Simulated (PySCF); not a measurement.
# Electron correlation in Zr²⁺ (zirconium, charge +2)

[Kr] 4d1 5s1, high-spin 3D determinant (an excited configuration). Computed with PySCF 2.14 in ANO-RCC-VTZP (7s6p4d2f1g, 68 functions), with scalar relativity by spin-free X2C-1e. Frozen: [Ar] 3d10; 10 electrons correlated.

```csv
level,correlation energy (mhartree)
CCSD,-266.16
(T),-6.64
CCSD(T),-272.80
```

Diagnostics: T1 = 0.0070, D1 = 0.0283, largest double amplitude 0.027.

Cost of the coupled-cluster step: about 5 core-seconds, for 10 correlated electrons.
